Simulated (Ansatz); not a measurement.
Basis-set extrapolation for CH$_{8}$BNSi$_{2}$ (`C[SiH]1[SiH2]B1N`) (PBE0-D4/def2-TZVP geometry, frozen core, the Gaussian-basis code of Ansatz). Multiplicity 1, RHF reference.

```csv
,def2-TZVPP,def2-QZVPP
HF,-699.568120,-699.590926
MP2 correlation,-0.732462,-0.782563
CCSD(T) correlation,-0.827320,not run
```

Energies in hartree. Use E(X) = E(∞) + A·exp(−7.88·√X) for Hartree–Fock and E(X) = E(∞) + B·X^(−2.97) for correlation, with X = 3 and 4, and add CCSD(T) minus MP2 of the smaller set to the MP2 limit.

**Question.** What is the CCSD(T) energy at the basis-set limit?

**Answer.** HF limit: -699.590926 + (-0.022806) × 0.13774 = -699.59407. MP2 limit: -0.782563 + (-0.050101) × 0.74074 = -0.81967. Higher-order term: -0.827320 − (-0.732462) = -0.09486. Total: -700.50860 hartree, 71.0 kcal/mol below CCSD(T)/def2-TZVPP.
